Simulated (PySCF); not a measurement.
(Cl)2Al-S-SiH3.
Structure used (PBE0-D3(BJ)/def2-SVP), in Å, numbered top down from 1:
```xyz
8
AlCl2H3SSi angstrom
Al     0.1013   -0.7004    1.6701
Cl     0.3440   -0.8960    3.7298
Cl    -0.1686   -2.4155    0.5060
S      0.1333    1.2580    0.7640
Si    -0.0405    0.7298   -1.3306
H     -0.0839    2.0343   -2.0477
H      1.1418   -0.0578   -1.7812
H     -1.2891   -0.0381   -1.5941
```

The calculation used PySCF, PBE0-D3(BJ)/def2-SVP geometry optimisation, gas phase.

(1) Which atoms are bound to Al1, and at what distances?

(2) List the angles at Al1.

(3) What is the shape at Al1?

(4) What are the other bond lengths?

(5) Give some angles away from the centre.

(6) What are the rotational constants (commonest isotopes, rigid rotor)?

## Answers

(1) 3 atoms: Cl2 2.083 Å, Cl3 2.090 Å, S4 2.158 Å. The nearest atom not counted as bound is Si5, at 3.33 Å.

(2) 
| angle | degrees | distance of the outer atoms (Å) |
| --- | --- | --- |
| Cl3–Al1–S4 | 120.8 | 3.69 |
| Cl2–Al1–S4 | 119.9 | 3.67 |
| Cl2–Al1–Cl3 | 119.2 | 3.60 |

(3) Planar: angles 120.8°, 119.9° and 119.2°, sum 360.0°, 0.00 Å off the plane of its three neighbours.

(4) S4–Si5 2.167 Å; Si5–H6, Si5–H7, Si5–H8 1.490 Å.

(5) Al1–S4–Si5 100.6°.

(6) A = 2163, B = 976.3, C = 678.4 MHz: an asymmetric top.

Point group: near Cs, missed by 0.18 Å at most; the miss may be what the optimiser left on a soft mode. Charge 0, singlet. Stationary, but not proved a minimum.

Time: 59 s; peak memory 0.42 GiB. Hardware: one thread of an Intel Xeon at 2.50 GHz, shared host with 64 logical CPUs at a one-minute load of 62. These figures are those of the optimisation.

One conformer stands for the species.
